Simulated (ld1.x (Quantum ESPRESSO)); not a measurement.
# u(r) = r·R(r): atom against pseudo-atom (Fe)

Columns: radius, all-electron u(r) and pseudo u(r) of the 4p shell (level -1.44 eV) of iron in the configuration [Ar] 3d6 4s2 4p0; LDA (PZ), scalar-relativistic, PAW scheme, ld1.x (Quantum ESPRESSO) 7.5.

| r (bohr) | all-electron | pseudo |
| --- | --- | --- |
| 0.130 | 0.1057 | 0.0027 |
| 0.260 | 0.0308 | 0.0108 |
| 0.390 | -0.0925 | 0.0240 |
| 0.520 | -0.1658 | 0.0418 |
| 0.650 | -0.1792 | 0.0638 |
| 0.780 | -0.1500 | 0.0893 |
| 0.910 | -0.0966 | 0.1176 |
| 1.040 | -0.0321 | 0.1480 |
| 1.170 | 0.0352 | 0.1796 |
| 1.300 | 0.1006 | 0.2119 |
| 1.430 | 0.1616 | 0.2442 |
| 1.560 | 0.2171 | 0.2759 |
| 1.690 | 0.2666 | 0.3066 |
| 1.820 | 0.3102 | 0.3358 |
| 1.950 | 0.3481 | 0.3633 |
| 2.080 | 0.3807 | 0.3887 |
| 2.210 | 0.4083 | 0.4119 |
| 2.340 | 0.4315 | 0.4327 |
| 2.470 | 0.4505 | 0.4507 |
| 2.600 | 0.4659 | 0.4659 |
| 2.730 | 0.4778 | 0.4778 |
| 2.860 | 0.4867 | 0.4867 |
| 2.990 | 0.4930 | 0.4930 |
| 3.120 | 0.4968 | 0.4968 |
| 3.250 | 0.4984 | 0.4984 |
| 3.380 | 0.4981 | 0.4981 |

Q: How many radial nodes do the two functions have?

A: The all-electron 4p function has n − l − 1 = 2; the pseudo-wave has 0, since the states of the same l below it are removed with the core.

Q: At about which radius was the pseudo-wave matched?

A: 2.60 bohr, where the columns begin to agree (steps of 0.13 bohr).

Q: Is the pseudo-wave norm-conserving?

A: No, it belongs to a PAW set: the norm inside the radius is not constrained, and the difference is carried by the augmentation charge.
